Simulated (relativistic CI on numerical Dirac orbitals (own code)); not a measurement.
## W⁴⁺: 5p photoemission

Computed with this model: Dirac-Coulomb-Breit CI, separate exchange-only KLI orbitals for each configuration, model QED, valence Slater integrals scaled by 0.7, multiplet model of photoemission in the sudden approximation; configurations [Xe] 4f14 5d2 → [Kr] 4d10 4f14 5s2 5p5 5d2; 80 K; Lorentzian 2.1 eV and Gaussian 0.6 eV FWHM. Energies are those of the free ion, without screening or charge transfer. The energies are binding energies and can lie tens of eV above those of solids. S is read from ⟨S²⟩ = S(S + 1).

Field parameters in Wybourne normalisation: Td as Oh with Dq negative (B⁴₀ = 21Dq, B⁴₄ = √(5/14) B⁴₀). The field is a parameter set, without covalency.

free ion: ground-state S = 0.94, centroid 93.69 eV. Peaks (eV, height): 89.4 (100), 94.4 (19), 101.0 (38), 106.2 (24).

Td, 10Dq = -17950 cm⁻¹: ground-state S = 0.99, centroid 93.82 eV. Peaks (eV, height): 89.2 (100), 96.2 (18), 100.8 (48), 106.6 (13).

Strongest unbroadened transitions for Td, 10Dq = -17950 cm⁻¹:

```csv
Energy (eV),Relative strength
88.74,49.8
88.75,100.0
89.83,68.5
90.18,19.1
90.35,20.8
90.74,8.1
90.92,15.8
91.18,7.6
95.77,7.9
96.64,9.1
97.36,3.0
98.10,4.4
100.60,41.2
100.98,53.7
102.21,10.0
104.29,3.0
106.72,19.6
108.00,3.3
```
